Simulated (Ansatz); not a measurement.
Calculated with Ansatz (gas phase, PBE0-D4/def2-TZVP geometries, no zero-point term in ΔE). CCSD(T)/CBS adds triple-zeta CCSD(T) − MP2 to the extrapolated MP2 energy (def2 sets, frozen cores). Functionals use def2-TZVPP. B3LYP here is the variant with VWN-RPA as its local correlation; programs differ in this. HSE06 is defined as in plane-wave codes. For Ga, Se outer-core shells are correlated without core-valence functions, which leaves a few kJ/mol of doubt a bond. Scalar relativity is left out up to krypton. Each species was taken in one conformer, which may not be the lowest.

Consider the substitution at a C–C bond: `CCC(C)(C)CC` + `[OH][GaH][SeH]` → `C[O][GaH][SeH]` + `CCC(C)(C)C`.

| level | ΔE (kJ/mol) | difference from CCSD(T)/CBS |
| --- | --- | --- |
| LDA (SPW92) | 57.0 | -1.0 |
| PBE-D4 | 52.0 | -6.0 |
| revPBE-D4 | 53.4 | -4.6 |
| BLYP-D4 | 46.0 | -12.0 |
| r2SCAN-D4 | 52.6 | -5.4 |
| B97M-V | 52.2 | -5.8 |
| PBE0-D4 | 54.5 | -3.5 |
| B3LYP-D4 | 48.1 | -9.9 |
| r2SCANh-D4 | 53.5 | -4.5 |
| r2SCAN0-D4 | 54.8 | -3.2 |
| HSE06-D4 | 54.1 | -3.9 |
| BHLYP-D4 | 48.6 | -9.4 |
| CAM-B3LYP-D4 | 49.0 | -9.0 |
| ωB97X-V | 52.3 | -5.7 |
| ωB97M-V | 55.8 | -2.2 |
| B2PLYP | 48.8 | -9.2 |
| PBE-QIDH | 56.7 | -1.3 |
| PBE | 47.9 | -10.1 |
| revPBE | 43.3 | -14.7 |
| BLYP | 38.2 | -19.8 |
| r2SCAN | 51.0 | -7.0 |
| PBE0 | 50.8 | -7.2 |
| B3LYP | 42.2 | -15.8 |
| r2SCANh | 52.0 | -6.0 |
| HSE06 | 50.7 | -7.3 |
| CAM-B3LYP | 45.4 | -12.6 |
| LC-ωPBE | 52.3 | -5.7 |
| RPA@PBE/def2-TZVPP | 50.7 | -7.3 |
| HF/def2-SVP | 31.9 | -26.1 |
| MP2/def2-SVP | 54.2 | -3.8 |
| CCSD/def2-SVP | 46.6 | -11.4 |
| CCSD(T)/def2-SVP | 47.5 | -10.5 |
| HF/def2-TZVPP | 38.8 | -19.2 |
| MP2/def2-TZVPP | 61.8 | 3.8 |
| SCS-MP2/def2-TZVPP | 55.2 | -2.8 |
| CCSD/def2-TZVPP | 54.2 | -3.8 |
| CCSD(T)/def2-TZVPP | 55.7 | -2.3 |
| MP2/def2-QZVPP | 63.1 | 5.1 |
| HF/CBS(def2) | 38.9 | -19.1 |
| CCSD/CBS(def2) | 56.5 | -1.5 |
| CCSD(T)/CBS | 58.0 | 0 |

Largest T1 diagnostic among the species: 0.013.

In def2-TZVPP, CCSD(T) changes the Hartree–Fock value by +16.9 kJ/mol (the triples alone add +1.5 kJ/mol) and MP2 by +23.0 kJ/mol. The D4 term adds +5.9 kJ/mol with B3LYP and +3.6 kJ/mol with PBE0; it sums over pairs of atoms, weighted by their polarisabilities, and B3LYP, whose exchange is more repulsive, gets the larger term.
